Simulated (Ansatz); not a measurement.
Geometry optimisation, RKS PBE0-D4/6-31G* (Ansatz).

input.yaml

```yaml
crystal:
  periodic: [false, false, false]
  atoms:
    - { symbol: Si, position_ang: [0.341314, -0.396752, -0.301724] }
    - { symbol: H, position_ang: [-0.406757, -0.193486, 2.252143] }
    - { symbol: F, position_ang: [1.113587, -0.125795, -1.691467] }
    - { symbol: H, position_ang: [0.069858, 0.918208, 0.312405] }
    - { symbol: O, position_ang: [-1.145954, -1.051456, -0.563178] }
    - { symbol: H, position_ang: [-1.173274, -1.975565, -0.841977] }
    - { symbol: P, position_ang: [1.73536, -1.633685, 0.875606] }
    - { symbol: H, position_ang: [0.766394, -2.567768, 1.331453] }
    - { symbol: H, position_ang: [2.168503, -2.433492, -0.219187] }
    - { symbol: H, position_ang: [0.084568, -0.557708, 2.615024] }
basis:
  gaussian: { orbitals: "6-31G*" }
hamiltonian:
  xc: pbe0
  dispersion: d4
relax:
  f_tol: 0.03
  max_steps: 50
```

Command:

```bash
$ ansatz run input.yaml --threads 1 --pin off --max-ram 2048MiB --backend cpu --events-out ev --progress --plain --runs-dir out
```

Question: Where does it end, and by what steps?

Answer: The forces met the threshold. The force dipped under the threshold on the way, but the program's further checks kept it going. After 19 steps the energy has fallen by 0.167 eV; H10 moved furthest, 0.91 Å.

```json
{"step": "0", "energy less start (eV)": "0.0000", "largest force component (eV/Å)": "1.016", "accepted": "yes"}
{"step": "1", "energy less start (eV)": "-0.1109", "largest force component (eV/Å)": "0.168", "accepted": "yes"}
{"step": "2", "energy less start (eV)": "-0.1382", "largest force component (eV/Å)": "0.074", "accepted": "yes"}
{"step": "3", "energy less start (eV)": "-0.1500", "largest force component (eV/Å)": "0.122", "accepted": "yes"}
{"step": "4", "energy less start (eV)": "-0.1510", "largest force component (eV/Å)": "0.120", "accepted": "yes"}
{"step": "5", "energy less start (eV)": "-0.1573", "largest force component (eV/Å)": "0.098", "accepted": "yes"}
{"step": "6", "energy less start (eV)": "-0.1611", "largest force component (eV/Å)": "0.116", "accepted": "yes"}
{"step": "7", "energy less start (eV)": "-0.1634", "largest force component (eV/Å)": "0.106", "accepted": "yes"}
{"step": "8", "energy less start (eV)": "-0.1644", "largest force component (eV/Å)": "0.085", "accepted": "yes"}
{"step": "9", "energy less start (eV)": "-0.1652", "largest force component (eV/Å)": "0.057", "accepted": "yes"}
{"step": "10", "energy less start (eV)": "-0.1657", "largest force component (eV/Å)": "0.041", "accepted": "yes"}
{"step": "11", "energy less start (eV)": "-0.1661", "largest force component (eV/Å)": "0.032", "accepted": "yes"}
{"step": "12", "energy less start (eV)": "-0.1663", "largest force component (eV/Å)": "0.057", "accepted": "yes"}
{"step": "13", "energy less start (eV)": "-0.1665", "largest force component (eV/Å)": "0.055", "accepted": "yes"}
{"step": "14", "energy less start (eV)": "-0.1668", "largest force component (eV/Å)": "0.071", "accepted": "yes"}
{"step": "15", "energy less start (eV)": "-0.1670", "largest force component (eV/Å)": "0.051", "accepted": "yes"}
{"step": "16", "energy less start (eV)": "-0.1672", "largest force component (eV/Å)": "0.024", "accepted": "yes"}
{"step": "17", "energy less start (eV)": "-0.1674", "largest force component (eV/Å)": "0.035", "accepted": "yes"}
{"step": "18", "energy less start (eV)": "-0.1674", "largest force component (eV/Å)": "0.035", "accepted": "yes"}
{"step": "19", "energy less start (eV)": "-0.1675", "largest force component (eV/Å)": "0.024", "accepted": "yes"}
```

```xyz
10
Properties=species:S:1:pos:R:3
Si 0.305 -0.467 -0.474
H -0.235 0.133 2.890
F 1.144 0.106 -1.724
H -0.203 0.667 0.326
O -1.045 -1.253 -1.000
H -0.914 -2.088 -1.465
P 1.765 -1.717 0.696
H 0.762 -2.457 1.381
H 1.935 -2.692 -0.328
H 0.039 -0.248 3.467
```

The run took 81 s on 1 thread of Arm Neoverse V1 (shared host), peak memory 0.16 GiB.
